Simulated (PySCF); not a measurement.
Gas-phase reaction: SnBr2 + F2 = SnF2 + Br2

Computed with PySCF and rigid-rotor harmonic-oscillator thermochemistry at 1 bar. † marks an energy on the PBE0/def2-TZVP geometry and frequencies. MP2 and CCSD(T) freeze the core. All species are closed-shell singlets. Sn: scalar-relativistic def2 core potential, no spin-orbit coupling. Br: all electrons, no relativistic terms. MP2 isn't extrapolated to the basis-set limit. CCSD(T) isn't extrapolated to the basis-set limit.

| level | ΔH°(298 K), kJ |
|---|---|
| BLYP/def2-TZVP† | ___ |
| CCSD(T)/def2-TZVPP† | -359 |
| MP2/def2-TZVPP† | -377 |
| PBE0/def2-QZVP† | -367 |
| ωB97X-V/def2-TZVP† | ___ |

Fill in the missing entries.


- BLYP/def2-TZVP†, ΔH°(298 K), kJ: -365
- ωB97X-V/def2-TZVP†, ΔH°(298 K), kJ: -370
